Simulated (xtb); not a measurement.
C₂Cl₂O₂Pt (SMILES [O+]#[C-]->[Pt]([Cl])([Cl])<-[C-]#[O+]), singlet, geometry from GFN2-xTB (such geometries of metal compounds can be far from the true shape); GFN0-xTB with ALPB(hexane) in xtb.

Here is a job for xtb.
```
$ xtb mol.xyz --gfn 0 --alpb hexane --json

# file mol.xyz
7

Pt     0.00000000     0.00000000    -0.00000000
Cl     2.12263974    -0.92553606     0.00158690
Cl    -2.12263974     0.92553606    -0.00158690
O      1.14019065     2.79347552     0.02902722
C      0.72643614     1.74604345     0.01820497
O     -1.14019065    -2.79347552    -0.02902722
C     -0.72643614    -1.74604345    -0.01820497
```

What the program printed (banner, timings and long lists left out):

```
   ID    Z sym.   atoms
    1   78 Pt     1
    2   17 Cl     2, 3
    3    8 O      4, 6
    4    6 C      5, 7

           -------------------------------------------------
          |                Calculation Setup                |
           -------------------------------------------------

           -------------------------------------------------
          |                 G F N 0 - x T B                 |
           -------------------------------------------------

      * Solvation model:               ALPB
        Solvent                        hexane
        Parameter file                 internal GFN-FF/ALPB
        Dielectric constant                1.8800E+00
        Reference state                gsolv [1 M gas/solution]
        Free energy shift                  4.1595E-03 Eh       2.6101E+00 kcal/mol
        Temperature                        2.9815E+02 K
        Density                            6.6000E-01 kg/L
        Solvent mass                       8.6180E+01 g/mol
        Interaction kernel             P16
        Born radius scaling (c1)           1.4775E+00
        Born radii integrator          GBOBC
        Born offset                        0.0000E+00 a0       0.0000E+00 AA
        H-bond correction              false
        Ion screening                  false
        Surface tension                    1.0000E-05 Eh       1.5569E+01 dyn/cm
        Grid points                               230 per atom

          ...................................................
          :                      SETUP                      :
          :.................................................:
          :  # basis functions                  46          :
          :  # atomic orbitals                  43          :
          :  # shells                           17          :
          :  # electrons                        44          :
          :  electronic temp.          300.0000000     K    :
          :  accuracy                    1.0000000          :
          :  -> integral cutoff          0.2500000E+02      :
          :  -> integral neglect         0.1000000E-07      :
          ...................................................

         :::::::::::::::::::::::::::::::::::::::::::::::::::::
         ::                     SUMMARY                     ::
         :::::::::::::::::::::::::::::::::::::::::::::::::::::
         :: total energy             -23.669201731526 Eh    ::
         :: total w/o Gsasa/hb       -23.664079605509 Eh    ::
         :: gradient norm              0.073833945564 Eh/a0 ::
         :: HOMO-LUMO gap              3.228862424178 eV    ::
         ::.................................................::
         :: H0 energy                -23.661465292710 Eh    ::
         :: repulsion energy           0.155554459663 Eh    ::
         :: electrostat energy        -0.136336602557 Eh    ::
         :: -> Gsolv                   0.000000000000 Eh    ::
         ::    -> Gsasa               -0.009281614721 Eh    ::
         ::    -> Gshift               0.004159488704 Eh    ::
         :: dispersion energy         -0.002978878984 Eh    ::
         :: short-range corr.         -0.023975416939 Eh    ::
         :: add. restraining           0.000000000000 Eh    ::
         :: total charge              -0.000000000000 e     ::
         :::::::::::::::::::::::::::::::::::::::::::::::::::::

           -------------------------------------------------
          |                Property Printout                |
           -------------------------------------------------

    * Orbital Energies and Occupations

         #    Occupation            Energy/Eh            Energy/eV
      -------------------------------------------------------------
         1        2.0000           -0.9719289             -26.4475
       ...           ...                  ...                  ...
        10        2.0000           -0.5013389             -13.6421
        11        2.0000           -0.5005131             -13.6197
        12        2.0000           -0.4791880             -13.0394
        13        2.0000           -0.4670166             -12.7082
        14        2.0000           -0.4640532             -12.6275
        15        2.0000           -0.4637597             -12.6195
        16        2.0000           -0.4602410             -12.5238
        17        2.0000           -0.4583833             -12.4732
        18        2.0000           -0.4321464             -11.7593
        19        2.0000           -0.4116512             -11.2016
        20        2.0000           -0.3997343             -10.8773
        21        2.0000           -0.3949644             -10.7475
        22        2.0000           -0.3905155             -10.6265 (HOMO)
        23                         -0.2718570              -7.3976 (LUMO)
        24                         -0.2513513              -6.8396
        25                         -0.2299163              -6.2563
        26                         -0.2052030              -5.5839
        27                         -0.2049017              -5.5757
        28                         -0.0730625              -1.9881
        29                         -0.0656866              -1.7874
        30                         -0.0651105              -1.7717
        31                         -0.0645887              -1.7575
        32                         -0.0645839              -1.7574
        33                         -0.0642462              -1.7482
       ...                                ...                  ...
        43                          1.1220118              30.5315
      -------------------------------------------------------------
                  HL-Gap            0.1186585 Eh            3.2289 eV
             Fermi-level            0.0000000 Eh            0.0000 eV

     #   Z          covCN         q      C6AA      α(0)
     1  78 Pt       3.537     0.557   296.027    32.333
     2  17 Cl       0.833    -0.140   101.476    15.398
     3  17 Cl       0.833    -0.140   101.476    15.398
     4   8 O        0.856    -0.301    19.739     5.961
     5   6 C        1.794     0.163    27.749     8.504
     6   8 O        0.856    -0.301    19.739     5.961
     7   6 C        1.794     0.163    27.749     8.504

 Mol. C6AA /au·bohr⁶  :       3196.232914
 Mol. C8AA /au·bohr⁸  :     160478.530187
 Mol. α(0) /au        :         92.059085

Wiberg/Mayer (AO) data.
largest (>0.10) Wiberg bond orders for each atom

 ---------------------------------------------------------------------------
     #   Z sym  total        # sym  WBO       # sym  WBO       # sym  WBO
 ---------------------------------------------------------------------------
     1  78 Pt   3.913 --     7 C    1.034     5 C    1.034     2 Cl   0.746
                             3 Cl   0.746     6 O    0.177     4 O    0.177
     2  17 Cl   0.844 --     1 Pt   0.746
     3  17 Cl   0.844 --     1 Pt   0.746
     4   8 O    2.758 --     5 C    2.543     1 Pt   0.177
     5   6 C    3.660 --     4 O    2.543     1 Pt   1.034
     6   8 O    2.758 --     7 C    2.543     1 Pt   0.177
     7   6 C    3.660 --     6 O    2.543     1 Pt   1.034
 ---------------------------------------------------------------------------

Topologies differ in total number of bonds
Writing topology from bond orders to xtbtopo.mol

 dipole moment from electron density (au)
     X       Y       Z
  -0.0000  -0.0000  -0.0000  total (Debye):    0.000

           -------------------------------------------------
          | TOTAL ENERGY              -23.669201731526 Eh   |
          | GRADIENT NORM               0.073833945564 Eh/α |
          | HOMO-LUMO GAP               3.228862424178 eV   |
           -------------------------------------------------

normal termination of xtb
```
